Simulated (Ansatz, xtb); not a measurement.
**Relative energy of two isomers of C4H8OSi**

Structure I: `O=CC1([SiH3])CC1`, a singlet. Structure II: `O=C[C@@H]1C[C@@H]1[SiH3]`, a singlet. Both are isolated molecules in the gas phase, relaxed with B3LYP/def2-SVP; each stands in its lowest conformer found.

Problem. Estimate E(II) − E(I) at the level CCSD(T)/def2-SVP + ΔMP2/def2-TZVPP.

Solution. Too close to call at this level: CCSD(T)/def2-SVP + ΔMP2/def2-TZVPP gives E(II) − E(I) = −0.05 kcal/mol.

How the difference moves with the method:

```csv
level,geometry,E(II) − E(I) (kcal/mol),departure from the last row (kcal/mol),"job, with rough time for the two"
GFN2-xTB,GFN2-xTB,−2.38,−2.34,"optimisation, 0.17 s"
HF/STO-3G,GFN2-xTB,+2.71,+2.76,"single point, 0.44 s"
r2SCAN-D4/def2-SVP,GFN2-xTB,+0.29,+0.34,"single point, 3.3 s"
B3LYP/def2-SVP,B3LYP/def2-SVP,−1.01,−0.96,"optimisation, 53 s"
HF/def2-SVP,B3LYP/def2-SVP,−0.72,−0.67,part of the CCSD(T) run
MP2/def2-SVP,B3LYP/def2-SVP,−0.08,−0.04,part of the CCSD(T) run
CCSD(T)/def2-SVP,B3LYP/def2-SVP,−0.29,−0.24,single point
CCSD(T)/def2-SVP + ΔMP2/def2-TZVPP,B3LYP/def2-SVP,−0.05,,"single point, 44 s"
```

As drawn, both hold the same kinds of bond in the same numbers.

The largest departure from CCSD(T)/def2-SVP + ΔMP2/def2-TZVPP is that of HF/STO-3G, 2.76 kcal/mol. The last row adds to CCSD(T) the change of the MP2 difference between the two basis sets, here +0.24 kcal/mol.

With thermal terms from frequencies at re-optimised GFN2-xTB minima (ideal gas, soft modes damped towards free rotors, one conformer each, 298.15 K, 1 atm): the zero-point term adds +0.82 kcal/mol; ΔH is +0.26 and ΔG +1.77 kcal/mol.

The correlated steps freeze 10 core orbitals. Mirror images aren't counted in ΔG. Run with Ansatz 0.2.0, xtb 6.7.1; the last row on 2 threads of Intel(R) Xeon(R) 6975P-C (Granite Rapids) on a shared host.
